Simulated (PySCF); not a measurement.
AlF3, triplet, geometry from GFN2-xTB (such geometries of metal compounds can be far from the true shape) (a higher spin typed on purpose: for a closed-shell molecule this is an excited state). Base run: HF/def2-SV(P) run with PySCF.

The PySCF input:
```python
from pyscf import gto, scf

mol = gto.M(
    atom='''
Al   -0.366336    0.172595   -0.154901
F    -1.163782   -1.344110    0.290905
F     0.581934    1.618241   -0.536932
F     1.110999   -0.523434    0.469773
''',
    basis='def2-sv(p)',
    charge=0,
    spin=2,
    verbose=4,
)

mf = scf.UHF(mol)
mf.kernel()
```

Variants of this job, named by their change:

```
change                                                                            ΔE vs base (mEh)  SCF cycles  <S^2>        outcome
--------------------------------------------------------------------------------  ----------------  ----------  -----  -------------
base                                                                                         0.000          14  2.007      converged
conv_tol = 1e-7                                                                              0.000          12  2.007      converged
conv_tol = 1e-11                                                                             0.000          15  2.007      converged
conv_tol_grad = 1e-7                                                                         0.000          18  2.007      converged
diis_space = 20                                                                              0.000          14  2.007      converged
DIIS = EDIIS                                                                                     -          50      -  not converged
solver = newton; init_guess = 1e                                                             0.000           -  2.007      converged
init_guess = sap                                                                             0.000          12  2.007      converged
init_guess = huckel                                                                          0.000          14  2.007      converged
init_guess = atom                                                                            0.000          14  2.007      converged
conv_tol = 1e-12                                                                             0.000          16  2.007      converged
level_shift = 0.5 (with mf.max_cycle = 100)                                                  0.000          23  2.007      converged
diis = off; damp = 0.3 (with mf.diis_start_cycle = 200; with mf.max_cycle = 150)             0.000          36  2.007      converged
```

Open shells are given as the SCF converged; they aren't shown to be the lowest states, and a large step between rows can be another state.
